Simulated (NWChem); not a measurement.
System: CF2 cation, doublet

Program: NWChem. Spin-unrestricted. In the optimisation the excess spin sits in a1 (C2v, its own frame). Coordinates come from a B3LYP/6-31G* (spherical d), spin-unrestricted optimisation. No stability test was run on the SCF state. COSMO at B3LYP/def2-SVP, default radii, gas-phase geometry; f = (ε − 1)/ε scales the surface charges.

```
row            f  electrostatic solvation energy (kcal/mol)
--------  ------  -----------------------------------------
ε = 1.5   0.3333                                     -25.31
ε = 4.8   0.7917                                     -60.16
ε = 7.6   0.8684                                   withheld
ε = 20.7  0.9517                                     -72.35
ε = 78.4  0.9872                                     -75.06
```

Question: Fit a straight line of the last column on the one before it, predict the withheld value, and compare with the run.

Answer: 
1. Means of the 4 shown rows: x = 0.76597, y = -58.220. Slope Σ(x − x̄)(y − ȳ)/Σ(x − x̄)² = -20.64/0.2713 = -76.07; intercept 0.048.
2. The shown rows scatter about the line by 0.010 (root mean square); the largest residual is +0.02, at ε = 4.8.
3. At x = 0.8684 (ε = 7.6; inside the shown range) the line gives -66.01.
4. The run gives -66.01, 0.00 from the line.
